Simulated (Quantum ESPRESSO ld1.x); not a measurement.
The numbers below are computed, except where a source is named.
The neodymium ion Nd2+, 58 electrons, occupied as [Xe] 4f3 5d1 (not the ground configuration). Level of theory: scalar-relativistic Kohn-Sham, revPBE, spin-unpolarised, spherical densities, point nucleus (ld1.x of Quantum ESPRESSO 7.5).

Unscreened Slater integrals over Kohn-Sham orbitals (cm^-1).

\begin{tabular}{lr}
integral & value \\ \hline
F0(5d,5d) & 80474 \\
F2(5d,5d) & 41852 \\
F4(5d,5d) & 27606 \\
F0(5d,4f) & 102060 \\
F2(5d,4f) & 27661 \\
F4(5d,4f) & 14023 \\
G1(5d,4f) & 14917 \\
G3(5d,4f) & 11570 \\
G5(5d,4f) & 8698.5 \\
F0(5d,5p) & 93653 \\
F2(5d,5p) & 44789 \\
G1(5d,5p) & 51844 \\
G3(5d,5p) & 32031 \\
F0(5d,5s) & 97026 \\
G2(5d,5s) & 32497 \\
F0(4f,4f) & 206970 \\
F2(4f,4f) & 96463 \\
F4(4f,4f) & 60141 \\
F6(4f,4f) & 43159 \\
F0(4f,5p) & 139410 \\
F2(4f,5p) & 50990 \\
G2(4f,5p) & 28884 \\
G4(4f,5p) & 21914 \\
F0(4f,5s) & 155300 \\
G3(4f,5s) & 32493 \\
F0(5p,5p) & 118250 \\
F2(5p,5p) & 63902 \\
F0(5p,5s) & 126160 \\
G1(5p,5s) & 84613 \\
F0(5s,5s) & 136420 \\
\end{tabular}

Derived for the open shells (J is the average intra-shell exchange parameter used in DFT+U). 4f: F4/F2 = 0.623, F6/F2 = 0.447, J = (286 F2 + 195 F4 + 250 F6)/6435 = 7786 cm^-1. 5d: Racah B = F2/49 - 5 F4/441 = 541.1 cm^-1, C = 35 F4/441 = 2191 cm^-1, C/B = 4.05, F4/F2 = 0.660, J = (F2 + F4)/14 = 4961 cm^-1.
